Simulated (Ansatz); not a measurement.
`S[SiH2]Cl` and `Cl[SiH2][GeH3]` differ in one atom or group.

Ansatz, PBE0-D4/def2-TZVP geometries, multiplicity 1. Each molecule was computed in one conformer, which needn't be the lowest.

Scalar relativity is left out up to krypton.

```csv
property,`S[SiH2]Cl`
LUMO energy (B3LYP/def2-TZVPP) / eV,-0.25
HOMO–LUMO gap (PBE0/def2-TZVPP) / eV,7.94
LUMO energy (ωB97M-V/def2-TZVPP) / eV,1.83
zero-point energy (PBE0-D4/def2-TZVP) / kJ/mol,74.7
"ideal-gas entropy at 298 K and 1 bar (rigid rotor, harmonic PBE0-D4/def2-TZVP) / J/(mol·K)",304
HOMO–LUMO gap (B3LYP/def2-TZVPP) / eV,7.41
```

(1) Give the same properties after the change, and the shifts. (Best estimate.)

Answers

(1) Ansatz gave: 
| property | `Cl[SiH2][GeH3]` | shift |
| --- | --- | --- |
| LUMO energy (B3LYP/def2-TZVPP) / eV | -0.62 | -0.37 |
| HOMO–LUMO gap (PBE0/def2-TZVPP) / eV | 7.71 | -0.23 |
| LUMO energy (ωB97M-V/def2-TZVPP) / eV | 1.39 | -0.44 |
| zero-point energy (PBE0-D4/def2-TZVP) / kJ/mol | 110.0 | 35.3 |
| ideal-gas entropy at 298 K and 1 bar (rigid rotor, harmonic PBE0-D4/def2-TZVP) / J/(mol·K) | 336 | 32 |
| HOMO–LUMO gap (B3LYP/def2-TZVPP) / eV | 7.32 | -0.09 |

With PBE0 the HOMO falls by 0.22 eV and the LUMO falls by 0.45 eV, so the gap narrows by about 0.23 eV. PBE moves the HOMO by -0.30 eV and ωB97M-V by -0.07 eV. The zero-point energy changes by 35.3 kJ/mol with +6 modes.

B3LYP here is the variant with VWN-RPA as its local correlation; programs differ in this.
